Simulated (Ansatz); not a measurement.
A series at Sn: from `[Cl][SnH3]`, ligands are replaced one by one, each step taking up HCl and setting free H₂; n counts the steps. Ansatz, PBE0-D4/def2-TZVP geometries.

| n | molecule | HOMO energy, ωB97M-V/def2-TZVPP (eV) |
| --- | --- | --- |
| 0 | `[Cl][SnH3]` | -10.86 |
| 1 | `[Cl][SnH2][Cl]` | -11.15 |
| 2 | `[Cl][SnH]([Cl])[Cl]` | -11.69 |
| 3 | `[Cl][Sn]([Cl])([Cl])[Cl]` | ? |

Question: By hand: fit a straight line y = ȳ + b (n − n̄) to the 3 given rows and predict n = 3.

Answer: n̄ = 1.000, ȳ = -11.233; Σ(n − n̄)(y − ȳ) = -0.830, Σ(n − n̄)² = 2.000, so b = -0.415 eV a step. Prediction: -11.233 + (-0.415) × (2.000) = -12.06 eV.

Question: By hand: compare with the computed value, -12.05 eV, and give the steps along the whole series.

Answer: The line misses by 0.01 eV (computed minus predicted). Steps: -0.29, -0.54, -0.36 eV.

The steps differ by up to 0.25 eV without a steady trend. The highest orbital can change its character along such a series. The miss is 0.8 % of the series' range.
